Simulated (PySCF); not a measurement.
First SCF of a structure search on triplet CoF3, at a hand-made trigonal planar geometry. PySCF input:

```python
from pyscf import gto, scf, dft
mol = gto.M(atom='''
Co     0.000000     0.000000     0.000000
F      1.750000     0.000000     0.000000
F     -0.875000     1.515500     0.000000
F     -0.875000    -1.515500     0.000000''',
    basis={'Co': 'def2-TZVP', 'F': 'def2-TZVP'},
    charge=0, spin=2)
mf = dft.UKS(mol, xc='PBE0')
mf.grids.atom_grid = (50, 194)
aux = {'Co': 'def2-universal-JKFIT', 'F': 'def2-universal-JKFIT'}
mf = mf.density_fit(auxbasis=aux)
mf.conv_tol = 1e-08
mf.diis_space = 10
mf.max_cycle = 60
mf.init_guess = 'minao'
mf.verbose = 4
mf.kernel()
```

Excerpt of the output (cycles alone):

```
init E= -1680.7936126158
cycle= 1 E= -1665.20466822876  delta_E= 15.6  |g|= 5.76  |ddm|=  6.7
cycle= 2 E= -1585.80049107778  delta_E= 79.4  |g|=   17  |ddm|= 12.6
cycle= 3 E= -1655.1626310763  delta_E= -69.4  |g|= 10.8  |ddm|= 7.08
cycle= 4 E= -1665.39687267913  delta_E= -10.2  |g|= 8.25  |ddm|= 2.32
cycle= 5 E= -1660.95722230977  delta_E= 4.44  |g|= 8.15  |ddm|= 2.86
cycle= 6 E= -1672.90407111777  delta_E= -11.9  |g|= 5.76  |ddm|= 3.37
cycle= 7 E= -1672.76494302612  delta_E= 0.139  |g|=  4.9  |ddm|= 1.73
cycle= 8 E= -1676.66456220804  delta_E= -3.9  |g|= 3.98  |ddm|= 1.67
cycle= 9 E= -1681.41323590295  delta_E= -4.75  |g|= 1.23  |ddm|= 1.55
cycle= 10 E= -1681.71895581887  delta_E= -0.306  |g|= 0.745  |ddm|= 0.622
cycle= 11 E= -1681.84575016948  delta_E= -0.127  |g|= 0.431  |ddm|= 0.323
cycle= 12 E= -1681.90548187314  delta_E= -0.0597  |g|= 0.12  |ddm|= 0.207
cycle= 13 E= -1681.91292528599  delta_E= -0.00744  |g|= 0.0506  |ddm|= 0.115
cycle= 14 E= -1681.91449515426  delta_E= -0.00157  |g|= 0.0235  |ddm|= 0.0383
cycle= 15 E= -1681.91613086507  delta_E= -0.00164  |g|= 0.0179  |ddm|= 0.0676
cycle= 16 E= -1681.91742103842  delta_E= -0.00129  |g|= 0.0112  |ddm|= 0.0774
cycle= 17 E= -1681.91799646792  delta_E= -0.000575  |g|= 0.00801  |ddm|= 0.0759
cycle= 18 E= -1681.91801058628  delta_E= -1.41e-05  |g|= 0.00395  |ddm|= 0.00715
cycle= 19 E= -1681.91805858074  delta_E= -4.8e-05  |g|= 0.00357  |ddm|= 0.0207
cycle= 20 E= -1681.91806754029  delta_E= -8.96e-06  |g|= 0.000935  |ddm|= 0.00829
cycle= 21 E= -1681.91806837531  delta_E= -8.35e-07  |g|= 0.000432  |ddm|= 0.00192
cycle= 22 E= -1681.91806850482  delta_E= -1.3e-07  |g|= 0.000121  |ddm|= 0.000709
cycle= 23 E= -1681.91806854989  delta_E= -4.51e-08  |g|= 5.77e-05  |ddm|= 0.000426
cycle= 24 E= -1681.91806856251  delta_E= -1.26e-08  |g|= 3.58e-05  |ddm|= 0.000234
cycle= 25 E= -1681.91806856662  delta_E= -4.11e-09  |g|= 1.31e-05  |ddm|= 0.000154
Extra cycle  E= -1681.91806856688  delta_E= -2.66e-10  |g|= 1.48e-05  |ddm|= 2.29e-05
converged SCF energy = -1681.91806856688  <S^2> = 2.0676708  2S+1 = 3.0447797
```

This is not the lowest solution: another start and a stability analysis within the same unrestricted form found one 32.8 kJ/mol lower, at -1681.93055 Eh.

Open d and f shells are described by one determinant, and the ground state may have another occupation or spin.

The search for the lowest solution, 3 starts and the stability check together, took 52 s on 4 threads of a shared Arm Neoverse V2 host, with 138 basis functions; the process peaked at 0.72 GiB. Launch command: `OMP_NUM_THREADS=4 python axn.py task.json out`.
